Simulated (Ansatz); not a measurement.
Single points on Be₂Te⁺.

```yaml
crystal:
  periodic: [false, false, false]
  atoms:
    - {symbol: Be, position_ang: [0.792169, -0.739694, 1.034951]}
    - {symbol: Be, position_ang: [-0.107176, 1.492806, -0.076481]}
    - {symbol: Te, position_ang: [-0.684993, -0.753112, -0.958471]}
basis:
  gaussian: {orbitals: def2-TZVP, initial_orbitals: start.molden}
total_charge: 1
magnetization: {spin_polarized: true, initial_magnetization: 3}
hamiltonian: {xc: {name: LC-wPBE, parameters: {omega: 0.2/bohr}}}
scf: {omitted_lower_state_checks: [starts]}
output: {orbitals: {seedname: orbitals}}
```

The file start.molden holds the orbitals of an earlier run on this structure, at another level or in another basis.

```sh
$ ansatz run in.yaml --threads 4 --pin off --events-out ev --progress --plain --max-ram 3916MiB
```

It prints (some lines left out):

```
Functional definition: LC-wPBE
668 factors; their error is unknown
129 factors; integrals over basis functions are off by at most 1.1e-5 eV
mean field evaluation 1: about -8084.4331 eV, gradient 3.2e0 eV
mean field evaluation 2: about -8084.4540 eV, gradient 3.4e-2 eV
mean field evaluation 4: about -8084.3218 eV, gradient 6.3e-4 eV
mean field evaluation 8: about -8084.3218 eV, gradient 2.3e-5 eV
mean field -8084.32175996 eV, -297.0933449285 hartree, gradient 5.3e-5 eV, S^2 3.759732; 0 other end points of the search recorded, 0 dependent functions left out
reference -8084.32176000 eV, -297.0933449298 hartree; 17, 14 occupied and 71, 74 virtual orbitals, 668 factors
Total energy: -8084.32176000 eV, -297.0933449298 hartree
Checks for a lower state left out: starts
```

Hardware: 4 threads of Arm Neoverse V2 on a shared host. Wall time 1.4 s.

The first input with `hamiltonian: {xc: {name: LC-wPBE}}` (abridged; 1.2 s):

```
Functional definition: LC-wPBE
mean field -8085.02745302 eV, -297.1192786699 hartree, gradient 5.3e-5 eV, S^2 3.767954
Total energy: -8085.02745302 eV, -297.1192786702 hartree
Checks for a lower state left out: starts
```

The first input with `hamiltonian: {xc: pbe0, dispersion: d4}` and without the key `scf` (abridged; 1.4 s):

```
Functional definition: PBE0
mean field evaluation 16: about -8084.4203 eV, gradient 2.2e-2 eV
mean field -8084.42029693 eV, -297.0969660954 hartree, gradient 4.0e-5 eV, S^2 3.759966; 2 other end points of the search recorded, 0 dependent functions left out
Total energy: -8084.50122434 eV, -297.0999401229 hartree
```

As the first input, with `hamiltonian: {xc: {name: LC-wPBE, parameters: {omega: 0.1/bohr}}}` (abridged; 1.5 s):

```
Functional definition: LC-wPBE
mean field -8083.99466537 eV, -297.0813244241 hartree, gradient 4.5e-5 eV, S^2 3.755692
Total energy: -8083.99466554 eV, -297.0813244302 hartree
Checks for a lower state left out: starts
```

First input, but with `hamiltonian: {xc: pbe}`, `correlation: {method: rpa}` and without the key `output` (abridged; 1.4 s):

```
Functional definition: PBE
mean field -8083.60634292 eV, -297.0670538370 hartree, gradient 3.4e-6 eV, S^2 3.755442
4 core orbitals not correlated: weight in the atoms' cores, before any rotation towards them, 1.000 or more for the frozen orbitals, at most 0.000 for the correlated occupied ones
Total energy: -8073.92639902 eV, -296.7113224601 hartree
Checks for a lower state left out: starts
```

As the first input, with `hamiltonian: {xc: {name: LC-wPBE, parameters: {omega: 0.15/bohr}}}` (abridged; 1.1 s):

```
Functional definition: LC-wPBE
mean field -8084.15454143 eV, -297.0871997606 hartree, gradient 2.1e-5 eV, S^2 3.757397
Total energy: -8084.15454149 eV, -297.0871997630 hartree
Checks for a lower state left out: starts
```

First input, but with `gaussian: {orbitals: def2-TZVPP, initial_orbitals: start.molden}`, `correlation: {method: ccsd_t}`, `scf: {omitted_lower_state_checks: [starts, cluster_reference]}` and without the key `hamiltonian` (abridged; 3.6 s):

```
Functional definition: HF
mean field -8053.80194918 eV, -295.9717625693 hartree, gradient 3.4e-6 eV, S^2 3.778615
4 core orbitals not correlated: weight in the atoms' cores, before any rotation towards them, 1.000 or more for the frozen orbitals, at most 0.000 for the correlated occupied ones
second order -14.00792108 eV of doubles, -0.00000000 eV of singles
cycle   1  -13.50228739 eV  change    5.1e-1 eV  update   8.0e-2
cycle   2  -13.87419554 eV  change   -3.7e-1 eV  update   3.4e-2
cycle   3  -13.91850438 eV  change   -4.4e-2 eV  update   2.0e-2
cycle   4  -13.90929271 eV  change    9.2e-3 eV  update   8.6e-3
cycle   5  -13.91866035 eV  change   -9.4e-3 eV  update   3.8e-3
cycle   6  -13.92041283 eV  change   -1.8e-3 eV  update   1.6e-3
cycle   7  -13.91965793 eV  change    7.5e-4 eV  update   6.1e-4
cycle   8  -13.91995290 eV  change   -2.9e-4 eV  update   2.9e-4
cycle   9  -13.91998929 eV  change   -3.6e-5 eV  update   1.4e-4
cycle  10  -13.91997747 eV  change    1.2e-5 eV  update   6.4e-5
cycle  11  -13.91996413 eV  change    1.3e-5 eV  update   3.0e-5
cycle  12  -13.91995281 eV  change    1.1e-5 eV  update   1.2e-5
perturbative correction -0.32524929 eV, -0.0119526909 hartree
Total energy: -8068.04715128 eV, -296.4952640906 hartree
Checks for a lower state left out: starts, cluster_reference
```

Geometry: PBE-D4/def2-TZVP.

In the def2 sets Te takes a core potential; there is no spin–orbit coupling. LC-ωPBE has ω = 0.4 bohr⁻¹. Correlated methods freeze 4 core orbitals; core or outer-core shells of Te are correlated, in sets that lack core-valence functions. At PBE0-D4/def2-TZVP a doublet of charge 1 lies 1.79 eV below the quartet, each at its own geometry. The structure comes from a short search, and lower isomers may exist.
